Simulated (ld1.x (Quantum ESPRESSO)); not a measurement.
## platinum (Pt): variants of one ultrasoft potential

Base potential:

| Item | Value |
| --- | --- |
| Element | platinum |
| Generator | ld1.x (Quantum ESPRESSO) 7.5 |
| Type | ultrasoft |
| Functional | PW91 |
| Relativity | scalar-relativistic |
| Frozen core | [Xe] 4f14 |
| Valence charge | 10 |
| Reference configuration | 5d9 6s0.5 6p0 (charge +0.5) |
| Partial waves | 6s (bound): rcut 1.85, rcutus 2.55 bohr; 6s channel at 0.5 Ry: rcut 1.85, rcutus 2.55 bohr; 6p (bound, empty): rcut 2.55, rcutus 2.90 bohr; 6p channel at 0.4 Ry: rcut 2.55, rcutus 2.90 bohr; 5d (bound): rcut 1.40, rcutus 1.55 bohr; 5d channel at 0.1 Ry: rcut 1.40, rcutus 1.55 bohr |
| Local potential | all-electron potential smoothed inside 1.65 bohr (lloc = -2) |
| Core correction | a·sin(br)/r model core inside 1.25 bohr |
| Augmentation charge | PSQ, inside the norm-conserving radii |

Cutoffs, loose and tight: the cutoffs (Ry, on a coarse ladder) from which the occupation-weighted sum of valence levels, in a spherical-Bessel basis at the reference potential, stays within 10 and 1 mRy of its value at 400 Ry. They do not see the model core or the augmentation charge, which bear on the density cutoff. Test errors are all-electron minus pseudo excitation energies from the reference, over the configurations 5d9 6s1 6p0; 5d9 6s0 6p0; 5d8 6s0 6p0; 5d7 6s0 6p0; 5d8 6s1 6p0; 5d6 6s0 6p0; 5d9.5 6s0.5 6p0. A dash means not determined; rows that change the core or the reference have their own tests.

A true bound ghost makes a file unfit for plane-wave use even where its test errors are small: the radial tests pick states by their node count and pass the ghost by.

```csv
change,outcome,"cutoff, loose","cutoff, tight",bound ghosts,largest test error (meV)
base,generated,45 Ry,80 Ry,none,-731
"all radii but the core radius scaled by about 0.75 (s 1.92, p 2.18, d 1.16 bohr, rcut 1.40/1.92/1.06); local potential all-electron potential smoothed inside 1.24 bohr (lloc = -2)",failed: run_pseudo: Errors in PS-KS equation,–,–,–,–
"all radii but the core radius scaled by about 0.84 (s 2.16, p 2.44, d 1.30 bohr, rcut 1.56/2.16/1.18); local potential all-electron potential smoothed inside 1.40 bohr (lloc = -2)",generated,60 Ry,110 Ry,"s, p",-734
"all radii but the core radius scaled by about 0.96 (s 2.44, p 2.78, d 1.48 bohr, rcut 1.78/2.44/1.34); local potential all-electron potential smoothed inside 1.58 bohr (lloc = -2)",generated,50 Ry,90 Ry,none,-732
"all radii but the core radius scaled by about 1.06 (s 2.70, p 3.06, d 1.64 bohr, rcut 1.96/2.70/1.48); local potential all-electron potential smoothed inside 1.74 bohr (lloc = -2)",generated,40 Ry,70 Ry,none,-724
"all radii but the core radius scaled by about 1.19 (s 3.04, p 3.46, d 1.84 bohr, rcut 2.20/3.04/1.66); local potential all-electron potential smoothed inside 1.96 bohr (lloc = -2)",generated,35 Ry,50 Ry,none,-732
"all radii but the core radius scaled by about 1.29 (s 3.30, p 3.76, d 2.00 bohr, rcut 2.40/3.30/1.82); local potential all-electron potential smoothed inside 2.14 bohr (lloc = -2)",generated,30 Ry,45 Ry,none,-717
"all radii but the core radius scaled by about 1.35 (s 3.44, p 3.90, d 2.08 bohr, rcut 2.48/3.44/1.88); local potential all-electron potential smoothed inside 2.22 bohr (lloc = -2)",generated,25 Ry,40 Ry,none,-546
```

Reading the sweep of the scale of all radii but the core radius (base = 1) (base included, trends over the rows without a ghost): The loose cutoff falls from 50 Ry at 0.96 to 25 Ry at 1.35. A larger radius leaves more room for a smooth pseudo-wave, so fewer plane waves are needed; a smaller one forces it to follow the all-electron wave where it bends sharply. The median size of the test errors (rows with all tests solved) is not monotonic: lowest 20.5 meV at 0.96, highest 36.4 meV at 1.19. Bound ghosts are found at 0.84. The generation fails at 0.75.
